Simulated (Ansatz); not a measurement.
Cu3H4. Total charge 0; doublet. Geometry PBE-D4/def2-SVP, basis def2-TZVP, Ansatz.

```
atom   x (Å)   y (Å)   z (Å)
 Cu1  -1.543   0.065  -0.108
 Cu2   0.645  -0.401   0.727
 Cu3   0.263   0.728  -1.341
  H4   1.778  -1.450   1.828
  H5  -2.947   0.359  -0.638
  H6   0.024   1.449  -2.669
  H7   1.780  -0.750   2.201
```

```tsv
run	HOMO (eV)	LUMO (eV)
A	-5.59	-5.44
B	-5.42	-5.14
C	-5.52	-4.95
D	-5.96	-4.09
```

In the doublet, H4 and H7 lie 0.79 Å apart (atoms count from 1), so H2 has formed as a molecule. No other spin state of charge 0 was run. Another isomer (doublet) lies 1.53 eV lower at PBE0-D4/def2-TZVP; other spin states weren't run for this one.

HOMO and LUMO are taken over both spins.

Question: The runs used LDA (SPW92), PBE, PBE0, r2SCAN. Estimate which is which.

Answer: A LDA (SPW92) (0 % exact exchange); B PBE (0 % exact exchange); C r2SCAN (0 % exact exchange); D PBE0 (25 % exact exchange). Exact exchange lowers occupied and raises empty levels; among semilocal functionals meta-GGAs tend to open the gap a little, and such runs are hard to tell apart. The gap grows from 0.15 eV (LDA (SPW92)) to 1.87 eV (PBE0).
